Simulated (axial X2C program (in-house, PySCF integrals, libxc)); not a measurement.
# Levels of SnSb by electron attachment to SnSb⁺ (EOM-EA-CCSD)

Computed with an in-house all-electron X2C program for linear molecules (integrals from PySCF): two-component X2C with atomic mean-field Coulomb and Gaunt terms, Gaussian nuclei, basis Sb dyall-acv3z, Sn dyall-acv3z with contracted cores.

R = 2.630 Å (near the PBE0 minimum at charge 0 of the determinant lowest at the starting distance; the state shown can have its own minimum elsewhere).

Hartree–Fock spinors of SnSb⁺ (one of each Kramers pair; a window near the gap, which can cut inner shells):

```tsv
ω	occupied	ε (eV)	character
1/2	yes	-24.35	52% Sb s, 21% Sn s, 11% Sn p
1/2	yes	-19.19	46% Sn s, 20% Sb s, 19% Sb p
1/2	yes	-13.77	60% Sb p, 23% Sn p, 5% Sn d
1/2	yes	-13.41	48% Sb p, 38% Sn p, 4% Sn s
3/2	no	-6.53	49% Sb p, 40% Sn p, 4% Sn d
1/2	no	-5.26	57% Sn p, 16% Sb p, 14% Sb d
3/2	no	-4.07	37% Sn p, 28% Sb p, 14% Sn d
1/2	no	-2.46	48% Sn s, 26% Sb s, 12% Sn d
1/2	no	-2.31	43% Sn p, 24% Sb p, 10% Sn s
1/2	no	-1.78	65% Sn p, 32% Sb p
```

Levels of SnSb obtained by attaching an electron to SnSb⁺:

| Ω | binding energy (eV) | above lowest (cm⁻¹) | attached spinor | one-particle weight |
| --- | --- | --- | --- | --- |
| 3/2 | 7.574 | 0 | 54% Sb pπ, 35% Sn pπ | 0.92 |
| 1/2 | 5.992 | 12758 | 57% Sn pπ, 15% Sb pπ, 13% Sb dπ | 0.88 |
| 3/2 | 5.407 | 17478 | 45% Sn pπ, 24% Sb pπ, 13% Sb dπ | 0.85 |

This point took 5.4 s on 1 thread of AMD EPYC 9R45 96-Core Processor (Zen 5) (shared host).

Reference electrons by ω block (each with its −ω partner): 1/2: 32, 3/2: 14, 5/2: 4. 8 electrons of SnSb⁺ correlated (inner shells frozen), 92 natural virtual spinors (a truncated set); levels can be off by some tenths of an eV. Roots sought by Ω: (1/2: 5, 3/2: 4, 5/2: 2, 7/2: 1); rows need 60 % one-particle weight and stop where some Ω has no more roots. Missing are any skipped roots, higher Ω and states of a further excitation; these come out far too high here and may in truth be low or lowest. T1 of the reference 0.017 (Lee–Taylor). The reference was not checked to be the lowest state of its species. Number of frozen shells: Sb 4 s, 3 p, 2 d; Sn 4 s, 3 p, 2 d.
